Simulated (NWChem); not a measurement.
**Basis-set convergence for CH4O2Si**

SMILES: O=CO[SiH3]
```xyz
8

O     -1.3741     1.1089     0.0000
C     -1.3590    -0.0930     0.0000
O     -0.2476    -0.8373     0.0000
Si     1.3012    -0.0803     0.0000
H     -2.2663    -0.7337     0.0000
H      1.4692     0.7367    -1.2280
H      1.4692     0.7367     1.2280
H      2.2383    -1.2295     0.0000
```
Charge 0, spin multiplicity 1.

The numbers come from NWChem runs, not from measurements. Structure: optimised with B3LYP/def2-SVP, a minimum by its harmonic frequencies. It is one conformer; others weren't searched.

Quantity: vertical ionisation energy at the level ΔMP2 (Δ: difference of total energies, the cation a doublet at the parent's geometry with its hole in an orbital of symmetry a' (Cs labels); it is the state that the SCF runs reached, from PBE0 orbitals for Hartree-Fock references, and need not be the lowest).

The correlated methods keep 8 core orbitals frozen. The Pople sets run with spherical d functions. The structure started from a generated list of species. No SCF solution was tested for a lower state. Open-shell Hartree-Fock references start from PBE0 orbitals; any time given for them includes that run.

The cost column gives rough processor time relative to STO-3G; each entry includes its own SCF.

```tsv
basis	functions	vertical ionisation energy (eV)	relative cost
STO-3G	28	6.98	1
3-21G	48	10.77	under 3
6-31G*	68	11.19	under 3
cc-pVDZ	80	11.15	4
pcseg-1	80	11.44	under 3
6-31+G*	84	11.39	4
6-311G**	104	11.28	3
def2-SVPD	122	11.54	5
6-311++G**	124	11.41	6
```

Smallest basis within 0.05 eV of 6-311++G**, the largest set run: pcseg-1, with 80 functions against 124 (also within reach: 6-31+G*). 6-311++G** isn't the basis-set limit itself, and a small set can land close by cancellation.
